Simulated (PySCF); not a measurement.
# How methods differ on the excitation energy of Ca

Ca [Ar] 4s2 (1S) → Ca [Ar] 3d1 4s1 (3D), as a difference of total energies. Computed with PySCF 2.14 in def2-TZVPPD (6s5p3d, 36 functions), with the non-relativistic Hamiltonian (point nucleus). Correlated levels: valence: [Ar] frozen. The calculations carry no spin-orbit coupling.

```
           method  excitation energy (eV)  difference from reference (eV)
              UHF                   2.421                          -0.103
    MP2 (valence)                   2.888                          +0.364
SCS-MP2 (valence)                   3.013                          +0.489
   CCSD (valence)                   3.128                          +0.604
```

Reference: 2.524 eV (measured; NIST levels, between the centres of gravity of the two terms).

These non-relativistic numbers lack the scalar-relativistic shift.

Errors of the correlated levels include the incompleteness of this basis and the frozen core.

With two correlated electrons CCSD is exact in that space.
